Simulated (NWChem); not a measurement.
System: GeSiNH5, singlet; SMILES [NH2][Ge][SiH3]

Input file for NWChem:

```
start job
memory heap 200 mb stack 900 mb global 1100 mb
geometry units angstroms noautosym nocenter noautoz
  Ge    -0.458218    -0.649646    -0.141099
  N      1.271843    -1.176179     0.031906
  H      1.521922    -2.160744     0.039720
  H      2.086951    -0.577657     0.129500
  Si     0.103734     1.764704    -0.036072
  H     -0.594697     2.433189     1.112464
  H     -0.339409     2.477826    -1.280636
  H      1.578231     2.018431     0.125927
end
basis spherical
  Ge library 6-31g*
  N library 6-31g*
  H library 6-31g*
  Si library 6-31g*
end
dft
  xc b3lyp
  iterations 150
end
property
  shielding 7 1 2 3 4 5 6 8
  efieldgrad
end
task dft property
```

Excerpt of the output:

```
             Northwest Computational Chemistry Package (NWChem) 7.3.0
             --------------------------------------------------------

                             Geometry "geometry" -> ""
                             -------------------------

 Output coordinates in angstroms (scale by  1.889725989 to convert to a.u.)

  No.       Tag          Charge          X              Y              Z
 ---- ---------------- ---------- -------------- -------------- --------------
    1 Ge                  32.0000    -0.45821800    -0.64964600    -0.14109900
    2 N                    7.0000     1.27184300    -1.17617900     0.03190600
    3 H                    1.0000     1.52192200    -2.16074400     0.03972000
    4 H                    1.0000     2.08695100    -0.57765700     0.12950000
    5 Si                  14.0000     0.10373400     1.76470400    -0.03607200
    6 H                    1.0000    -0.59469700     2.43318900     1.11246400
    7 H                    1.0000    -0.33940900     2.47782600    -1.28063600
    8 H                    1.0000     1.57823100     2.01843100     0.12592700

 Effective nuclear repulsion energy (a.u.)     236.7188934189

                              NWChem Property Module
                              ----------------------

  itol2e modified to match energy
  convergence criterion.

                                 NWChem DFT Module
                                 -----------------

 Summary of "ao basis" -> "ao basis" (spherical)
 ------------------------------------------------------------------------------
       Tag                 Description            Shells   Functions and Types
 ---------------- ------------------------------  ------  ---------------------
 Ge                          6-31g*                 12       32   5s4p3d
 N                           6-31g*                  6       14   3s2p1d
 H                           6-31g*                  2        2   2s
 Si                          6-31g*                  8       18   4s3p1d

  itol2e modified to match energy
  convergence criterion.

            General Information
            -------------------
          SCF calculation type: DFT
          Wavefunction type:  closed shell.
          No. of atoms     :     8
          No. of electrons :    58
           Alpha electrons :    29
            Beta electrons :    29
          Charge           :     0
          Spin multiplicity:     1
          Use of symmetry is: off; symmetry adaption is: off
          Maximum number of iterations: 150
          AO basis - number of functions:    74
                     number of shells:    36
          Convergence on energy requested:  1.00D-07
          Convergence on density requested:  1.00D-05
          Convergence on gradient requested:  5.00D-04

              XC Information
              --------------
                         B3LYP Method XC Potential
                     Hartree-Fock (Exact) Exchange  0.200
                        Slater Exchange Functional  0.800 local
                    Becke 1988 Exchange Functional  0.720 non-local
              Lee-Yang-Parr Correlation Functional  0.810
                  VWN I RPA Correlation Functional  0.190 local

             Grid Information
             ----------------
          Grid used for XC integration:  fine
          Radial quadrature: Mura-Knowles
          Angular quadrature: Lebedev.
          Tag              B.-S. Rad. Rad. Pts. Rad. Cut. Ang. Pts.
          ---              ---------- --------- --------- ---------
          Ge                  1.25      140          10.0       974
          N                   0.65       70          11.0       590
          H                   0.35       60          12.0       590
          Si                  1.10      123          11.0       770
          Grid pruning is: on
          Number of quadrature shells:   633
          Spatial weights used:  Erf1

      Superposition of Atomic Density Guess
      -------------------------------------

[...]

          -----------------------------------------
          Chemical Shielding Tensors (GIAO, in ppm)
          -----------------------------------------

                                NWChem CPHF Module
                                ------------------

  scftype          =     RHF
  nclosed          =       29
  nopen            =        0
  variables        =     1305
  # of vectors     =        3
  tolerance        = 0.10D-03
  level shift      = 0.00D+00
  max iterations   =       50
  max subspace     =       30

 SCF residual:    1.0868288042510793E-004

Iterative solution of linear equations
  No. of variables     1305
  No. of equations        3
  Maximum subspace       30
        Iterations       50
       Convergence  1.0D-04

   iter   nsub   residual    time
   ----  ------  --------  ---------
     1      3    8.32D-01      21.6
     2      6    6.02D-02      24.8
     3      9    2.50D-03      28.0
     4     12    9.31D-05      31.2

      Atom:    1  Ge
        Diamagnetic
   2754.4019      0.5228      0.5187
      0.5228   2758.5007      0.2237
      0.5187      0.2237   2749.6502

        Paramagnetic
  -2718.4670    878.9201   -149.6299
    878.9201  -2234.5772     72.3686
   -149.6299     72.3686  -1160.9865

        Total Shielding Tensor
     35.9349    879.4429   -149.1113
    879.4429    523.9236     72.5923
   -149.1113     72.5923   1588.6637

           isotropic =     716.1741
          anisotropy =    1330.3311

          Principal Components and Axis System
                 1           2           3
             1603.0615   1190.0409   -644.5801

      1        -0.1052      0.5978      0.7947
      2        -0.0188      0.7978     -0.6026
      3         0.9943      0.0783      0.0727

      Atom:    2  N
        Diamagnetic
    334.0648     -6.9994      3.5417
     -6.9994    320.7345     -0.3350
      3.5417     -0.3350    299.6921

        Paramagnetic
   -222.5317    -38.3831    -15.1721
    -38.3831   -438.3324    -10.7177
    -15.1721    -10.7177    -87.8057

        Total Shielding Tensor
    111.5331    -45.3825    -11.6304
    -45.3825   -117.5980    -11.0527
    -11.6304    -11.0527    211.8864

           isotropic =      68.6072
          anisotropy =     217.0783

          Principal Components and Axis System
                 1           2           3
              213.3260   -126.7616    119.2571

      1        -0.1052      0.1888      0.9764
      2        -0.0188      0.9813     -0.1917
      3         0.9943      0.0385      0.0997

      Atom:    3  H
        Diamagnetic
     26.2819     -8.9601      0.5890
     -8.9601     42.0309     -0.5138
      0.5890     -0.5138     19.1618

        Paramagnetic
      0.8946      5.2545     -0.2567
      5.2545    -16.8670      0.1563
     -0.2567      0.1563      4.2387

        Total Shielding Tensor
     27.1764     -3.7056      0.3322
     -3.7056     25.1639     -0.3575
      0.3322     -0.3575     23.4005

           isotropic =      25.2470
          anisotropy =       7.1968

          Principal Components and Axis System
                 1           2           3
               30.0448     23.3721     22.3239

      1         0.7918     -0.1049      0.6017
      2        -0.6065     -0.0185      0.7949
      3         0.0722      0.9943      0.0783

      Atom:    4  H
        Diamagnetic
     40.0954      6.6293      2.5126
      6.6293     28.4736      0.9087
      2.5126      0.9087     17.8187

        Paramagnetic
     -7.2749     -6.6638     -1.3234
     -6.6638     -6.6475     -0.9078
     -1.3234     -0.9078      3.8865

        Total Shielding Tensor
     32.8205     -0.0344      1.1892
     -0.0344     21.8261      0.0009
      1.1892      0.0009     21.7053

           isotropic =      25.4506
          anisotropy =      11.2436

          Principal Components and Axis System
                 1           2           3
               32.9464     21.8261     21.5794

      1         0.9944      0.0011     -0.1052
      2        -0.0031      0.9998     -0.0183
      3         0.1052      0.0186      0.9943

      Atom:    5  Si
        Diamagnetic
    880.0935      1.3187      0.1277
      1.3187    887.1601      0.2913
      0.1277      0.2913    879.1438

        Paramagnetic
   -400.1093      5.7212      6.1845
      5.7212   -387.3843      1.9506
      6.1845      1.9506   -456.7308

        Total Shielding Tensor
    479.9842      7.0399      6.3122
      7.0399    499.7758      2.2419
      6.3122      2.2419    422.4130

           isotropic =     467.3910
          anisotropy =      52.2639

          Principal Components and Axis System
                 1           2           3
              502.2336    478.2384    421.7010

      1         0.3145      0.9434     -0.1054
      2         0.9479     -0.3181     -0.0190
      3         0.0515      0.0939      0.9942

      Atom:    6  H
        Diamagnetic
     27.2387     -2.8872     -4.5716
     -2.8872     30.0114      5.4879
     -4.5716      5.4879     32.2470

        Paramagnetic
      0.4121      1.4984      2.8235
      1.4984     -1.6928     -2.6552
      2.8235     -2.6552     -3.2438

        Total Shielding Tensor
     27.6508     -1.3887     -1.7481
     -1.3887     28.3186      2.8327
     -1.7481      2.8327     29.0032

           isotropic =      28.3242
          anisotropy =       6.3128

          Principal Components and Axis System
                 1           2           3
               32.5327     26.6469     25.7929

      1        -0.4155      0.9015     -0.1207
      2         0.5978      0.3707      0.7108
      3         0.6856      0.2232     -0.6929

      Atom:    7  H
        Diamagnetic
     37.4381      3.7327      1.5004
      3.7327     28.2801      0.4787
      1.5004      0.4787     24.1925

        Paramagnetic
     -5.4851     -1.8537     -0.8494
     -1.8537      0.0007     -0.2380
     -0.8494     -0.2380      2.0645

[...]
```

Level: B3LYP/6-31G* (spherical d), GIAO. Low-valent species are run as closed-shell singlets; no triplet was tried in these runs. Coordinates come from a PBE0/def2-SVP optimisation. NWChem prints the field gradient with the sign opposite to the second derivative of the potential. The output numbers the shielded atoms by their place in the input's list. The printed shielding anisotropy is the first printed principal value minus the mean of the other two.
